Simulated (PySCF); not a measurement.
BP86 on Tl³⁺ (thallium, charge +3)

Configuration: [Xe] 4f14 5d10, closed-shell 1S. Calculation: PySCF 2.14, in aug-cc-pVDZ-PP with ECP60MDF (5s4p3d, 32 functions); scalar relativity through the core potential.

* Total energy: -170.5642 hartree
* One-electron energy: -279.3437 hartree
* Hartree (Coulomb) energy: 123.0521 hartree
* Exchange-correlation energy: -14.2726 hartree
* ⟨S²⟩: 0.0000
* ⟨L²⟩: 0.000
* Sum of ⟨r⟩: 21.64 bohr
* Sum of ⟨r²⟩: 29.87 bohr²
* Time after the integrals: 0.35 s of wall time on 1 thread of Neoverse-V2 (shared host)

```csv
shell,electrons,mean orbital energy (eV),"rms radius, mean of both spins (bohr)"
5s,2,-161.12,0.944
5p,6,-106.93,1.08
5d,10,-44.497,1.45
```

Energies and moments cover only the electrons outside the core potential. Spin-orbit coupling, which splits the p, d and f shells strongly at this Z, is absent.
